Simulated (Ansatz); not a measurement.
C2H2N, SMILES `C#C[NH+]` (excited singlet) (charge 1, multiplicity 1). This singlet is an excited state, 0.84 eV above the relaxed triplet at the level B3LYP/cc-pVTZ // PBE0-D3(BJ)/def2-TZVP (Ansatz, an electronic-structure program).

Cartesian coordinates (Å):
```xyz
5

C      1.1519     0.1462    -0.0552
C     -0.1037     0.1095    -0.2222
N     -1.2986     0.3066    -0.3823
H      2.1990    -0.0733     0.0861
H     -1.9486    -0.4889    -0.4621
```
Charge +1, spin multiplicity 1.

Frozen-core energies in cc-pVTZ from Ansatz at a geometry from PBE0-D3(BJ)/def2-TZVP; the HF reference has <S^2> = 0.00 (restricted, and unstable towards unrestricted orbitals) and the T1 diagnostic is 0.024.

| level | energy (Ha) |
|---|---|
| HF | -130.94292 |
| MP2 | -131.40269 |
| CCSD | -131.42419 |
| CCSD(T) | -131.45116 |

Problem. Estimate the energies of CCSDT and CCSDT(Q), and give each level's difference from CCSDT(Q).

Solution. 
```tsv
level	energy (Ha)	difference from CCSDT(Q) (mHa)
MP2	-131.40269	52.39
CCSD	-131.42419	30.89
CCSD(T)	-131.45116	3.92
CCSDT	-131.45229	2.79
CCSDT(Q)	-131.45508	0.00
```
